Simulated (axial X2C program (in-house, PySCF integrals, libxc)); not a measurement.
CuSe⁻: properties at the nuclei

Calculated with an axial X2C code built on PySCF integrals: two-component X2C with atomic mean-field Coulomb and Gaunt terms, Gaussian nuclei, basis Se dyall-acv3z, Cu dyall-acv3z with contracted cores.

R = 2.160 Å (near the PBE0 minimum at charge -1 of the determinant lowest at the starting distance; the state shown can have its own minimum elsewhere).

Determinant lowest in the PBE0 search, Ω = 0 (closed shell), highest spinor 76% Se p, 12% Cu p, 11% Cu d:

```json
{"level": "PBE0", "qzz Se (a.u.)": "3.84", "qzz Cu (a.u.)": "0.91"}
{"level": "TPSSh", "qzz Se (a.u.)": "4.03", "qzz Cu (a.u.)": "1.05"}
{"level": "LDA", "qzz Se (a.u.)": "4.41", "qzz Cu (a.u.)": "1.24"}
{"level": "BP86", "qzz Se (a.u.)": "4.31", "qzz Cu (a.u.)": "1.28"}
```

Determinant 0.73 eV from it at PBE0 and this distance, Ω = 2 (⟨Sz⟩ = 1.00, ⟨Lz⟩ = 1.00 at PBE0), spin on the atoms Se 0.50, Cu 0.50:

```
level  Eeff magnitude (GV/cm)  Ws magnitude Se (kHz)  Ws magnitude Cu (kHz)  A∥/gI Se (MHz)  qzz Se (a.u.)  A∥/gI Cu (MHz)  qzz Cu (a.u.)
 PBE0                    1.96                  0.241                  0.208             313          -1.39             353          -0.34
   HF                     1.3                  0.173                  0.123             329          -2.82             143          -1.13
TPSSh                    1.98                  0.231                  0.222             292          -0.97             400          -0.21
  LDA                    1.99                  0.229                   0.22             324          -0.76             404          -0.03
 BP86                       2                  0.239                  0.217             302          -0.78             388           0.00
```

Eeff is the effective electric field on the electron electric dipole moment in this Ω state and Ws the scalar–pseudoscalar constant of the nucleus named (defined with the proton number Z and per Ω); A∥ (defined per Ω) follows by multiplying with gI = μI/(I μN); qzz is the electric field gradient, eQq0 = 234.96 MHz × Q/barn × qzz. The operators were transformed with the bare-nucleus X2C matrices; with these basis sets, hyperfine constants and field gradients can be off by tens of per cent, and where levels differ in sign neither size nor sign is settled.

(1) With Q(63Cu) = -0.22 barn (Q from Pyykkö, Mol. Phys. 2018), turn the PBE0 values of the first state into constants in MHz.

Each state is one determinant with collinear spin, which with several unpaired electrons need not be a pure state. Unrestricted Hartree–Fock can overshoot spin polarisation at the nuclei. For an anion, determinants above electron detachment, or with a positive highest level, are held by the basis set. With several open shells hyperfine constants can be off by a factor of several. Open-shell Ω = 0 determinants with evenly filled partner blocks cannot be reached by this program, so the Ω shown need not be the lowest component. Left out as unconverged or as another state under the same occupation: HF in at least one table. The search compared states at one distance, so a state with another bond length can lie lower. Further determinants of the search, some of them spin-mixed, are not shown. PBE0 term energies can be off by some tenths of an eV.

Answers

(1) eQq0(63Cu) = 234.96 × (-0.22) × (0.91) = -47 MHz.
